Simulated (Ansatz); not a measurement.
CH4BBrOS (`COB(S)Br`) at its PBE0-D4/def2-TZVP geometry, where that method's forces vanish. The species carries charge 0 and has multiplicity 1.

```xyz
9

C     0.1413    1.5514    0.2102
O     0.6251    0.2276    0.3171
B     0.0163   -0.8935   -0.0746
S     0.9054   -2.4419    0.2017
Br   -1.7412   -0.8939   -0.9050
H     0.8420    2.1254   -0.3978
H     0.0997    1.9832    1.2111
H    -0.8499    1.5804   -0.2447
H    -0.0387   -3.2386   -0.3181
```

(1) What forces (eV/Å) does PBE-D4/def2-TZVPP give on these atoms in Ansatz? (Estimate.)

Answers

(1) Computed: 
```
C1  -0.066  0.197 -0.013
O2   0.440  0.043  0.212
B3  -0.189 -0.321 -0.120
S4   0.328 -0.052  0.150
Br5 -0.237  0.001 -0.112
H6   0.146  0.140 -0.127
H7  -0.010  0.111  0.212
H8  -0.225  0.020 -0.102
H9  -0.187 -0.139 -0.101
```
